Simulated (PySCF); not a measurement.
GeH3O3, SMILES [OH][Ge]([OH])[OH] (connectivity only; charge and spin as stated), charge +1, multiplicity 1.

Coordinates come from a PBE-D3(BJ)/def2-SVP optimisation. The spin state was assumed, not searched. The isomer is the one that the SMILES or the coordinates give; other isomers of the formula were not compared. One conformer was computed; it need not be the lowest.

Two levels are set side by side: PBE/def2-TZVP (PySCF) and B3LYP/def2-TZVP (PySCF). Same geometry, gas phase. Differences are taken from unrounded values.

| quantity | PBE |
|---|---|
| orbital gap (eV) | 5.00 |
| highest occupied level (eV) | -14.26 |
| lowest empty level (eV) | -9.26 |
| mean polarisability (bohr³) | 34.7 |

These are the PBE values. What does B3LYP give? (The exact figures need the calculation; the answer reports its results.)


```csv
quantity,B3LYP,PBE minus B3LYP
orbital gap (eV),7.11,-2.11
highest occupied level (eV),-15.72,1.46
lowest empty level (eV),-8.61,-0.65
mean polarisability (bohr³),33.3,1.4
```

Without exact exchange PBE keeps part of each electron's self-repulsion, which lifts occupied levels and narrows the gap. PBE's more diffuse valence density responds more strongly to a field. Differences between two approximate levels are no errors against the true value.

Rough cost on one machine, each run with all the roots and properties that it gave: B3LYP against PBE within a factor of 2.
